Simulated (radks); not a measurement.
Problem. Species: Ni I. Configuration: [Ar] 3d8 4s2 (the NIST ground configuration). Method: Dirac Kohn-Sham, BLYP, spin-unpolarised, spherical densities, finite nucleus; open shells are shared between the two j in proportion to 2j + 1; Fermi nuclear charge, rms radius 3.7757 fm; computed with a radial shooting solver on a logarithmic mesh with Libxc functionals. Some entries of the table are withheld. Estimate them.

orbital,occ.,eigenvalue (hartree),<r^2> (bohr^2)
1s1/2,2,-301.8085,0.003935
2s1/2,2,-36.07404,0.07077
2p1/2,2,(1),0.05583
2p3/2,4,(2),0.05741
3s1/2,2,-4.06978,0.6330
3p1/2,2,(3),0.7039
3p3/2,4,(4),0.7227
3d3/2,3.2,(5),1.379
3d5/2,4.8,(6),1.403
4s1/2,2,-0.20581,9.241

Solution. 
(1) 2p1/2 eigenvalue (hartree): -31.47455
(2) 2p3/2 eigenvalue (hartree): -30.83143
(3) 3p1/2 eigenvalue (hartree): -2.67028
(4) 3p3/2 eigenvalue (hartree): -2.58880
(5) 3d3/2 eigenvalue (hartree): -0.32791
(6) 3d5/2 eigenvalue (hartree): -0.31910
